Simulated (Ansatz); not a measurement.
Input file for `C=CBCI`:

```yaml
crystal:
  periodic: [false, false, false]
  atoms:
    - {symbol: C, position_ang: [-1.728181, -0.666518, 1.004317]}
    - {symbol: C, position_ang: [-0.699184, -0.665480, 0.152937]}
    - {symbol: B, position_ang: [0.366715, 0.449104, 0.181851]}
    - {symbol: C, position_ang: [1.665625, 0.369914, -0.673348]}
    - {symbol: I, position_ang: [0.701717, 1.503858, -2.251881]}
    - {symbol: H, position_ang: [-1.867725, 0.149097, 1.708039]}
    - {symbol: H, position_ang: [-2.461344, -1.467456, 1.040180]}
    - {symbol: H, position_ang: [-0.607946, -1.507141, -0.534024]}
    - {symbol: H, position_ang: [0.217519, 1.395205, 0.902035]}
    - {symbol: H, position_ang: [2.529915, 0.960042, -0.384140]}
    - {symbol: H, position_ang: [1.948389, -0.577724, -1.125364]}
basis:
  gaussian: {orbitals: def2-TZVPP}
correlation: {method: ccsd_t}
output: {orbitals: {seedname: orbitals}}
```

```sh
$ ansatz run in.yaml --threads 4 --pin off --events-out ev --progress --plain --max-ram 10444MiB
```

The program prints (abridged):

```
Functional definition: HF
1695 factors; integrals over basis functions are off by at most 1.1e-3 eV
mean field evaluation 1: about -11928.0520 eV, gradient 3.3e1 eV
mean field evaluation 2: about -11928.2289 eV, gradient 3.3e1 eV
mean field evaluation 4: about -11931.4138 eV, gradient 4.5e0 eV
mean field evaluation 8: about -11931.4756 eV, gradient 2.8e-1 eV
mean field -11931.47608845 eV, -438.4736588056 hartree, gradient 2.2e-6 eV, S^2 0.000000; 0 other end points of the search recorded, 0 dependent functions left out
8 core orbitals not correlated: weight in the atoms' cores, before any rotation towards them, 1.000 or more for the frozen orbitals, at most 0.000 for the correlated occupied ones
reference -11931.47608845 eV, -438.4736588056 hartree; 19, 19 occupied and 231, 231 virtual orbitals, 1695 factors
second order -29.80424148 eV of doubles, -0.00000000 eV of singles
cycle   1  -29.14675614 eV  change    6.6e-1 eV  update   1.1e-1
cycle   2  -29.89964420 eV  change   -7.5e-1 eV  update   3.3e-2
cycle   3  -30.01441321 eV  change   -1.1e-1 eV  update   1.6e-2
cycle   4  -29.99297556 eV  change    2.1e-2 eV  update   4.2e-3
cycle   5  -29.99386639 eV  change   -8.9e-4 eV  update   2.3e-3
cycle   6  -29.99575716 eV  change   -1.9e-3 eV  update   6.6e-4
cycle   7  -29.99544103 eV  change    3.2e-4 eV  update   3.7e-4
cycle   8  -29.99527557 eV  change    1.7e-4 eV  update   1.3e-4
cycle   9  -29.99534972 eV  change   -7.4e-5 eV  update   5.5e-5
cycle  10  -29.99533928 eV  change    1.0e-5 eV  update   1.8e-5
perturbative correction -1.08483272 eV, -0.0398668672 hartree
Total energy: -11962.55626045 eV, -439.6158340596 hartree
```

Run time 2.5 min (4 threads of an Intel Xeon Platinum 8488C on a shared host); peak host memory 6.8 GiB.

The correlation energy is -31.080 eV, 3.5 % of it from (T); the T1 diagnostic reads 0.0106.
